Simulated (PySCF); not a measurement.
Computed IR spectrum (relative IR intensity) of a molecule C5H5Cl. Geometry: PBE-D3(BJ)/def2-SVP. The values are those of a single conformer. Method: PBE-D3(BJ)/def2-SVP run with PySCF 2.14.0. Frequencies are harmonic and unscaled.

ν (cm⁻¹): 288 (vw), 348 (m), 460 (m), 658 (vs), 786 (m), 839 (w), 843 (m), 865 (s), 943 (m), 983 (vw), 1068 (w), 1084 (m), 1188 (w), 1262 (s), 1318 (s), 1341 (w), 1520 (vs), 1603 (s), 2975 (vw), 3142 (m), 3167 (w), 3173 (vw) (against the strongest line: vs over 80 %, s over 45 %, m over 15 %, w over 4 %, vw less)

**Question.** Pick the molecule that these values belong to.
(A) CC#C/C=C\Cl
(B) ClC1=CC=CC1
(C) C=C=CC(=C)Cl
(D) C=C(Cl)C#CC

**Answer.** B, ClC1=CC=CC1
